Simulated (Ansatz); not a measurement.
`[OH][Ga]([F])[Cl]` + H₂ → `[OH][GaH][Cl]` + H–F at 400 K and 1 bar (hydrogenolysis of a Ga–F bond).

Program: Ansatz. Geometries: PBE0-D4/def2-TZVP. ΔE: electronic, gas phase. CBS: MP2 limit from def2 TZ/QZ plus the TZ coupled-cluster correction, frozen cores. This one scheme is used for every species. For Ga outer-core shells are correlated without core-valence functions, which leaves a few kJ/mol of doubt a bond. Scalar relativity is left out up to krypton. Each species was taken in one conformer, which may not be the lowest.

```json
{"species": "`[OH][Ga]([F])[Cl]`", "CCSD(T)/CBS energy (Eh)": "-2559.41427", "H − E (kJ/mol)": "70.3", "S (J/(mol·K))": "348.1"}
{"species": "H₂", "CCSD(T)/CBS energy (Eh)": "-1.17544", "H − E (kJ/mol)": "38.0", "S (J/(mol·K))": "139.0"}
{"species": "`[OH][GaH][Cl]`", "CCSD(T)/CBS energy (Eh)": "-2460.17745", "H − E (kJ/mol)": "79.5", "S (J/(mol·K))": "321.1"}
{"species": "H–F", "CCSD(T)/CBS energy (Eh)": "-100.39570", "H − E (kJ/mol)": "36.5", "S (J/(mol·K))": "182.2"}
```

H − E and S are ideal-gas, rigid-rotor, harmonic terms from PBE0-D4/def2-TZVP, for one conformer and one mirror image of each species. The MP2-based limit puts H₂ 0.8 mEh under its directly extrapolated value; such offsets cancel only in part. 1 Eh = 2625.50 kJ/mol, R = 8.31446 J/(mol·K).

Q: By hand: ΔE, ΔH, ΔS and ΔG.

A: ΔE = (-2460.17745) + (-100.39570) − (-2559.41427) − (-1.17544) = 0.01656 Eh = 43.5 kJ/mol. Δ(H − E) = 79.5 + 36.5 − 70.3 − 38.0 = 7.7, so ΔH = 51.2 kJ/mol. ΔS = 321.1 + 182.2 − 348.1 − 139.0 = 16.2 J/(mol·K). ΔG = 51.2 − 400 × (16.2)/1000 = 44.7 kJ/mol.

Q: By hand: the equilibrium constant, and the temperature at which ΔG would vanish if ΔH and ΔS stayed fixed.

A: log₁₀ K = −ΔG/(RT ln 10) = -5.8. ΔG = 0 at ΔH/ΔS = 3160 K, far beyond where these terms or the molecules hold.

ΔH outweighs TΔS. A doubt of 5 kJ/mol in ΔE shifts log₁₀ K by 0.7 here. Other conformers and mirror images would add mixing entropy, several J/(mol·K) or more a flexible species. These are equilibria of isolated gas molecules and say nothing of rates. Largest T1 diagnostic: 0.014 (customary marks: 0.02 for closed shells, 0.045 for open ones).
